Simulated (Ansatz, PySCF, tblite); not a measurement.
Bond stretch in LiNa, singlet.

- GFN2-xTB, 300 K electronic temperature (tblite)
- RHF/6-31G* = PySCF 2.14.0 with restricted Hartree-Fock/6-31G*, spherical d
- RKS-BP86/6-31G* = restricted BP86/6-31G*, spherical d run with PySCF 2.14.0
- FCI = full CI/aug-cc-pVQZ, frozen core (Ansatz, a quantum-chemistry and plane-wave program)

Energies relative to the lowest point of each curve near equilibrium, in kJ/mol; the last columns give the difference from FCI:

| R / Å | GFN2-xTB | RHF/6-31G* | RKS-BP86/6-31G* | FCI | GFN2-xTB − FCI | RHF/6-31G* − FCI | RKS-BP86/6-31G* − FCI |
|---|---|---|---|---|---|---|---|
| 2.34 | 5.5 | 38.5 | 28.6 | 32.6 | -27.1 | 5.9 | -4.0 |
| 2.52 | 0.0 | 18.3 | 12.2 | 14.4 | -14.4 | 3.8 | -2.2 |
| 2.61 | 0.5 | 11.4 | 7.0 | 8.5 | -8.0 | 2.9 | -1.5 |
| 2.76 | 4.6 | 3.9 | 1.7 | 2.4 | 2.3 | 1.5 | -0.6 |
| 2.79 | 5.9 | 2.9 | 1.1 | 1.7 | 4.2 | 1.3 | -0.5 |
| 2.93 | 12.8 | 0.3 | 0.0 | 0.0 | 12.8 | 0.3 | 0.0 |
| 3.02 | 18.2 | 0.0 | 0.5 | 0.3 | 18.0 | -0.3 | 0.2 |
| 3.08 | 22.1 | 0.4 | 1.2 | 0.9 | 21.2 | -0.5 | 0.3 |
| 3.29 | 37.1 | 4.3 | 5.9 | 5.4 | 31.7 | -1.1 | 0.5 |
| 3.34 | 40.7 | 5.8 | 7.4 | 6.9 | 33.8 | -1.2 | 0.5 |
| 3.64 | 56.5 | 17.2 | 18.3 | 17.8 | 38.7 | -0.6 | 0.5 |
| 3.91 | 76.3 | 30.2 | 29.5 | 28.9 | 47.4 | 1.3 | 0.6 |
| 4.39 | 115.0 | 55.4 | 49.4 | 47.6 | 67.5 | 7.9 | 1.9 |
| 4.84 | 148.5 | 78.9 | 66.1 | 61.1 | 87.4 | 17.8 | 5.0 |
| 5.36 | 181.9 | 104.0 | 81.9 | 71.4 | 110.5 | 32.6 | 10.5 |
| 5.83 | 206.3 | 124.1 | 93.0 | 76.7 | 129.6 | 47.4 | 16.3 |
| 6.36 | 227.4 | 143.9 | 102.4 | 79.9 | 147.5 | 64.0 | 22.4 |
| 7.20 | 249.5 | 169.3 | 111.9 | 82.1 | 167.4 | 87.3 | 29.8 |
| 8.00 | 261.5 | 187.9 | 116.8 | 82.8 | 178.7 | 105.1 | 34.1 |
| 8.83 | — | 202.5 | 119.5 | 83.1 | — | 119.4 | 36.4 |

GFN2-xTB is furthest from FCI at 8.00 (178.7 kJ/mol, above); its mean absolute difference over the points is 60.4 kJ/mol.

RHF/6-31G* is furthest from FCI at 8.83 (119.4 kJ/mol, above); its mean absolute difference over the points is 25.1 kJ/mol.

RKS-BP86/6-31G* is furthest from FCI at 8.83 (36.4 kJ/mol, above); its mean absolute difference over the points is 8.4 kJ/mol.

A dash means that the run gave no value there, or that the column was ended at a point which the program doubted or which failed a test of continuity chosen for this set; such a test can also cut sound points.

The restricted form behind RHF/6-31G*, RKS-BP86/6-31G* keeps the bonding electrons paired and can't separate into open-shell fragments.
